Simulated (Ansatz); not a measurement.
CH5NO2Zn, SMILES `N[CH](O)[Zn][OH]` at its PBE0-D4/def2-TZVP geometry, where that method's forces vanish. Total charge 0; spin multiplicity 1.

```xyz
10

N    -0.9292    0.8461    1.0429
C     0.3301    0.3813    0.5158
O     0.9715    1.4546   -0.1687
Zn    0.1734   -1.1481   -0.7130
O     0.0368   -2.5456   -1.8081
H    -1.6145    0.1182    1.1732
H    -0.8207    1.3587    1.9108
H     1.0499    0.1138    1.2994
H     0.2666    1.9247   -0.6272
H     0.5362   -2.5037   -2.6251
```

Question: What forces (eV/Å) does PBE-D4/def2-TZVPP give on these atoms in Ansatz 0.2.0? (Best estimate.)

Answer: Ansatz gave: 
```
N1  -0.132  0.143 -0.249
C2  -0.042 -0.189  0.048
O3   0.618  0.090  0.015
Zn4 -0.010  0.118  0.108
O5  -0.299 -0.270  0.263
H6  -0.258 -0.260  0.034
H7   0.042  0.168  0.316
H8   0.184 -0.086  0.128
H9  -0.376  0.227 -0.248
H10  0.273  0.058 -0.417
```
